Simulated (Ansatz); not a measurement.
Gas-phase electronic energies from Ansatz, PBE0-D4/def2-TZVP geometries. CBS: MP2 limit from def2 TZ/QZ plus the TZ coupled-cluster correction, frozen cores. This one scheme is used for every species. Functionals use def2-TZVPP. For Br outer-core shells are correlated without core-valence functions, which leaves a few kJ/mol of doubt a bond. Scalar relativity is left out up to krypton. One conformer a species, not always the lowest.

`C[SiH](F)Br` + CH₃OH → `CO[SiH](C)F` + HBr  (ligand exchange at the Si–Br bond)

`C[SiH](F)Br`:

```xyz
8

C     0.166    0.154    0.996
Si    0.019   -0.130   -0.820
F     0.312   -1.664   -1.145
Br   -2.036    0.320   -1.505
H     1.174   -0.096    1.335
H    -0.033    1.201    1.233
H    -0.550   -0.465    1.541
H     0.948    0.680   -1.635
```

CH₃OH:

Cartesian coordinates in Å:
```
C -0.280 0.098 -0.197
O 1.067 -0.211 0.081
H -0.335 0.369 -1.252
H -0.643 0.950 0.392
H -0.948 -0.755 -0.029
H 1.139 -0.451 1.006
```

`CO[SiH](C)F`:

Cartesian coordinates in Å:
```
C -1.255 1.689 0.365
O -0.093 0.925 0.129
Si -0.064 -0.696 -0.019
C 1.650 -1.203 -0.466
F -0.471 -1.374 1.375
H -1.040 2.728 0.112
H -2.095 1.348 -0.252
H -1.550 1.637 1.417
H -1.106 -1.133 -0.984
H 2.360 -0.856 0.288
H 1.937 -0.774 -1.429
H 1.726 -2.290 -0.537
```

HBr:

Cartesian coordinates in Å:
```
Br -0.406 0.572 -0.110
H 0.406 -0.572 0.110
```

```
      species  PBE-QIDH energy (Eh)
`C[SiH](F)Br`           -3003.23368
        CH₃OH            -115.62483
`CO[SiH](C)F`            -544.71176
          HBr           -2574.15055
```

Question: Work out ΔE.

Answer: ΔE = (-544.71176) + (-2574.15055) − (-3003.23368) − (-115.62483) = -0.00380 Eh = -10.0 kJ/mol. CCSD(T)/CBS gives -12.6 kJ/mol.

Largest T1 diagnostic among the species: 0.011.

At CCSD(T), def2-SVP lies −8.1 kJ/mol from the extrapolated value and def2-TZVPP −6.2 kJ/mol. From BLYP to BHLYP (50 % exact exchange), in def2-TZVPP and without D4, ΔE moves by −3.3 kJ/mol. Leaving LDA and LC-ωPBE aside and taking each functional with its dispersion term where it has one, the values, not all of them listed here, spread over 16.7 kJ/mol, from CAM-B3LYP-D4 to PBE-D4. LDA lies −9.6 kJ/mol from PBE without D4.
